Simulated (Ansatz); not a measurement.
Process, species as SMILES: C[CH]CC(C)(C)C -> [CH2]C(C)(C)C(C)C
Each molecule is optimised on its own at B3LYP-D3(BJ)/def2-TZVP (Ansatz, an electronic-structure program), one conformer each, not searched for the lowest. Frequencies are from Ansatz.

Quantity: isomerisation energy (enthalpy at 298 K, with B3LYP-D3(BJ) rigid-rotor harmonic-oscillator terms), in kcal/mol. Cores are frozen in the correlated levels unless marked. Open shells are spin-unrestricted. No spin-orbit coupling. No relativistic terms. Basis-set limits of correlation are two-point, X^-3; Hartree-Fock from the larger set. [CCSD(T)-MP2]/basis is that difference in the basis named.

```csv
level,program,isomerisation energy (kcal/mol)
HF/STO-3G,Ansatz,5.9
HF/cc-pVTZ,Ansatz,5.2
SVWN5/def2-TZVPD,Ansatz,5.7
PBE/def2-TZVPD,Ansatz,6.4
```

Problem. Estimate the value at RI-MP2/CBS(cc-pVTZ,cc-pVQZ)+[CCSD(T)-MP2]/cc-pVTZ as computed with Ansatz.

Solution. 3.7 kcal/mol
